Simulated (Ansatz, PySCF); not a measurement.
Molecule: sum formula HB2O2, net charge 1, singlet state. It need not be the lowest isomer of its formula. 
Structure (B3LYP-D3(BJ)/def2-TZVP (Ansatz, a quantum-chemistry and plane-wave program) minimum search):
SMILES: O=BB=[OH+]
```xyz
5

O      0.0000     0.0000    -1.9166
B      0.0000     0.0000    -0.7007
B      0.0000     0.0000     0.9380
O      0.0000     0.0000     2.1292
H      0.0000     0.0000    -2.8868
```
Charge +1, spin multiplicity 1.

Total electronic energies in hartree. Correlated levels leave the core frozen unless marked. No spin-orbit coupling. Non-relativistic. CBS marks a two-point X^-3 extrapolation of the correlation energy; Hartree-Fock from the larger set. [CCSD(T)-MP2]/basis is that difference in the basis named.

```csv
level,program,energy (Eh)
SVWN5/def2-TZVPD,Ansatz,-198.94976
BLYP-D3(BJ)/def2-TZVPD,Ansatz + dftd3,-200.55214
M06-L/def2-TZVPD,PySCF,-200.54643
B3LYP-D3(BJ)/def2-TZVPD,Ansatz + dftd3,-200.58255
PBE0/def2-TZVPD,Ansatz,-200.33301
BHLYP-D3(BJ)/def2-TZVPD,Ansatz + dftd3,-200.47688
BHLYP-D4/def2-TZVPD,Ansatz + dftd4,-200.47580
r2SCANh-D4/def2-TZVPD,Ansatz + dftd4,-200.44722
LC-wPBE-D4/def2-TZVPD,Ansatz + dftd4,-200.42158
B2GP-PLYP-D3(BJ)/def2-TZVPD,Ansatz + dftd3,-200.39585
RI-MP2/cc-pVQZ,Ansatz,-200.20626
SCS-MP2/STO-3G,Ansatz,-197.09031
SCS-MP2/cc-pVQZ,Ansatz,-200.19796
"RI-MP2/CBS(cc-pVTZ,cc-pVQZ)+[CCSD(T)-MP2]/cc-pVQZ",Ansatz,-200.2677
"CCSD(T)/CBS(cc-pVTZ,cc-pVQZ)",Ansatz,-200.2655
```

Totals of different functionals don't rank their quality; only differences between species are comparable.
